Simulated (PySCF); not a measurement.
H₄O₃SeSi, SMILES [SeH][Si](O)(O)O.

Geometry optimised at PBE-D3(BJ)/def2-SVP. The values are those of a single conformer.

Level of theory: PBE-D3(BJ)/def2-SVP (PySCF 2.14.0).

Frequencies are harmonic and unscaled.

Problem. List the normal modes with their intensities. (Estimate from the structure and the level; the computed values follow.)

Solution. 
| mode | ν (cm⁻¹) | IR (km/mol) | moving atoms (share of kinetic energy) |
|---|---|---|---|
| 1 | 132 | 29.8 | O 54 %, H 41 % |
| 2 | 160 | 0.2 | O 69 %, H 15 %, Se 9 % |
| 3 | 185 | 11.7 | H 62 %, O 26 % |
| 4 | 221 | 27.4 | H 74 %, O 19 % |
| 5 | 229 | 92.3 | H 72 %, O 17 %, Si 10 % |
| 6 | 247 | 14.0 | O 49 %, Se 35 %, H 14 % |
| 7 | 297 | 24.6 | O 61 %, Si 20 %, H 18 % |
| 8 | 334 | 40.3 | H 66 %, O 30 % |
| 9 | 348 | 60.4 | H 63 %, O 30 % |
| 10 | 440 | 153.0 | Si 52 %, O 29 %, H 10 %, Se 9 % |
| 11 | 649 | 9.9 | H 94 % |
| 12 | 762 | 154.4 | O 72 %, H 17 %, Si 11 % |
| 13 | 804 | 123.5 | H 77 %, O 21 % |
| 14 | 809 | 210.3 | H 67 %, O 30 % |
| 15 | 840 | 139.9 | H 54 %, O 28 %, Si 18 % |
| 16 | 934 | 156.6 | Si 41 %, O 32 %, H 27 % |
| 17 | 960 | 130.6 | Si 47 %, O 36 %, H 17 % |
| 18 | 2356 | 13.7 | H 99 % |
| 19 | 3747 | 99.1 | H 94 % |
| 20 | 3754 | 56.9 | H 94 % |
| 21 | 3764 | 86.7 | H 94 % |
